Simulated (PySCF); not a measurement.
A structure optimised at PBE-D3(BJ)/def2-SVP, used in a PySCF frequency run:

```xyz
11

C     -2.0579     0.0294     0.2452
C     -0.8194     0.2508    -0.2285
Cl    -0.4837     1.5773    -1.3444
Si     0.7165    -0.7454     0.1905
O      1.8338     0.1215     1.0916
O      0.1568    -1.9886     1.1555
H     -2.9235     0.6528    -0.0310
H     -2.2076    -0.8130     0.9390
H      1.3623    -1.2061    -1.0870
H      2.4653     0.6535     0.5779
H      0.8344    -2.4106     1.7114
```

**Question.** Write its SMILES and formula.

**Answer.** C=C(Cl)[SiH](O)O, C₂H₅ClO₂Si

**Question.** What are its rotational constants (standard atomic weights)?

**Answer.** 3.5298, 1.5597, 1.1849 GHz
